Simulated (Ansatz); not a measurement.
`[CH3][SnH2][SiH2]N` + `[CH3][GeH2][SeH]` → `[CH3][GeH2][Se]C` + `N[SiH2][SnH3]`  (substitution at a C–Sn bond)

Calculated with Ansatz (gas phase, PBE0-D4/def2-TZVP geometries, no zero-point term in ΔE). CCSD(T)/CBS adds triple-zeta CCSD(T) − MP2 to the extrapolated MP2 energy (def2 sets, frozen cores). Functionals use def2-TZVPP. Elements past krypton have def2 core potentials. For Ge, Se, Sn outer-core shells are correlated without core-valence functions, which leaves a few kJ/mol of doubt a bond. Scalar relativity is left out up to krypton. Each species was taken in one conformer, which may not be the lowest.

Q: Is it downhill or uphill in electronic energy at CCSD(T)/CBS, and by how much? (Best estimate.)

A: Ansatz gave: Uphill: ΔE = +7.8 kcal/mol.

Q: What do these levels give: ωB97M-V, B2PLYP, MP2/def2-TZVPP, MP2/def2-QZVPP, MP2/CBS(def2), CCSD/CBS(def2)? (Estimate.)

A: Ansatz gave: ωB97M-V 6.6, B2PLYP 7.0, MP2/def2-TZVPP 7.2, MP2/def2-QZVPP 7.8, MP2/CBS(def2) 8.1, CCSD/CBS(def2) 7.8 kcal/mol.

Largest T1 diagnostic among the species: 0.012.
